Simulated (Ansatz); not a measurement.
C$_{4}$H$_{12}$InN (SMILES C[CH2][InH][N](C)C), singlet, at a GFN2-xTB geometry (such geometries of metal compounds can be far from the true shape) (all electrons, no relativity), with bond 16-12 at 1.4 times its length; CASSCF(4,5)/STO-3G (Ansatz, a first-principles code).

Input for Ansatz:
Ansatz 0.2 input:
```yaml
crystal:
  periodic: [false, false, false]
  atoms:
    - {symbol: In, position_ang: [-0.37873049, -0.12262200, -0.23774407]}
    - {symbol: H, position_ang: [-1.95563421, 0.27470572, -0.91024501]}
    - {symbol: C, position_ang: [1.16269176, -1.49133148, -1.16906194]}
    - {symbol: C, position_ang: [0.60670552, -2.17489833, -2.40746894]}
    - {symbol: H, position_ang: [1.47915550, -2.22296452, -0.42206207]}
    - {symbol: H, position_ang: [2.02258627, -0.86392705, -1.41667912]}
    - {symbol: H, position_ang: [0.27565340, -1.43824051, -3.14134958]}
    - {symbol: H, position_ang: [-0.24774263, -2.80379157, -2.15377707]}
    - {symbol: H, position_ang: [1.36580930, -2.80524953, -2.87608840]}
    - {symbol: N, position_ang: [0.14506048, 1.29432036, 1.18125765]}
    - {symbol: C, position_ang: [1.31923200, 1.10743711, 1.99512793]}
    - {symbol: C, position_ang: [-0.89136608, 2.03967361, 1.85132875]}
    - {symbol: H, position_ang: [1.80958205, 2.07134952, 2.18630723]}
    - {symbol: H, position_ang: [1.09193556, 0.64973286, 2.97180713]}
    - {symbol: H, position_ang: [2.02597045, 0.46334954, 1.46198960]}
    - {symbol: H, position_ang: [-1.24723838, 1.45103069, 3.23202318]}
    - {symbol: H, position_ang: [-0.57563038, 3.08082364, 2.00091739]}
    - {symbol: H, position_ang: [-1.78733310, 2.03794742, 1.22274213]}
basis:
  gaussian:
    orbitals: STO-3G
hamiltonian:
  xc: hf
magnetization: {spin_polarized: false}
correlation: {active_space: {window: {electrons: 4, orbitals: 5}}}
```

Q: Write the output that Ansatz gives for this input, abridged.

A: 
```
Functional definition: HF
889 factors; integrals over basis functions are off by at most 6.8e-5 eV
mean field evaluation 1: about -160358.5800 eV, gradient 2.1e1 eV
mean field evaluation 2: about -160358.8862 eV, gradient 2.0e1 eV
mean field evaluation 4: about -160360.7274 eV, gradient 2.3e0 eV
mean field evaluation 8: about -160360.7489 eV, gradient 1.6e-4 eV
mean field -160360.74885762 eV, -5893.1488240982 hartree, gradient 3.1e-6 eV, S^2 0.000000; 0 other end points of the search recorded, 0 dependent functions left out
reference -160360.74885762 eV, -5893.1488240982 hartree; 46, 46 occupied and 18, 18 virtual orbitals, 889 factors
state -160362.30441568 eV, -5893.2059898023 hartree
Total energy: -160362.30441568 eV, -5893.2059898023 hartree
```
